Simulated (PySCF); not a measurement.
BiH2F.
Bonds: Bi1–F4. Hydrogens: H2, H3 on Bi1.

Computed by this run: PBE0-D3(BJ)/def2-SVP geometry optimisation, gas phase, def2 core potentials past Kr in PySCF 2.14.0; density fitting, grid level 1; the optimiser is geomeTRIC in internal coordinates, started from a GFN2-xTB structure with every atom displaced at random (about 0.03 Å).

Step 1: E = -8584.6273 eV
```
atom  x, y, z in Å  |  force x, y, z in eV/Å
Bi1     0.0121    0.0208    0.7656    0.510  -0.689  -0.058
H2      1.5561    0.0897   -0.2429   -0.373   0.005   0.248
H3     -0.6656    1.3130   -0.2209   -0.238   0.404  -0.368
F4     -0.8193   -1.5140   -0.3322    0.101   0.280   0.177
```

Step 2: E = -8584.6514 eV
```
atom  x, y, z in Å  |  force x, y, z in eV/Å
Bi1     0.0329   -0.0032    0.7683    0.029   0.116  -0.141
H2      1.5447    0.0844   -0.2344   -0.103  -0.007   0.052
H3     -0.6807    1.3363   -0.2358    0.067  -0.121   0.078
F4     -0.8136   -1.5079   -0.3286    0.007   0.013   0.011
```

Question: Estimate the geometry and energy of step 3. (The exact step hangs on the optimiser's Hessian estimate; all steps are aligned on step 2, rigid shifts and turns removed.)

Answer: E = -8584.6532 eV, largest force 0.073 eV/Å
```
atom  x, y, z in Å  |  force x, y, z in eV/Å
Bi1     0.0352    0.0005    0.7666   -0.017   0.028   0.066
H2      1.5316    0.0861   -0.2330    0.046  -0.002  -0.036
H3     -0.6727    1.3245   -0.2346   -0.008   0.014  -0.012
F4     -0.8109   -1.5015   -0.3294   -0.021  -0.040  -0.017
```

The energy changes by -0.0018 eV. The first-order estimate −F·Δx gives -0.0043 eV and the mean of the old and new forces, exact on a quadratic surface, -0.0015 eV. The step makes an angle of 42° with the force vector and moves no atom by more than 0.014 Å.

The cost below is that of the whole optimisation. On one thread, Arm Neoverse V1 (aarch64), shared host, this took 5.6 s of wall time and 0.24 GiB of memory at its peak.
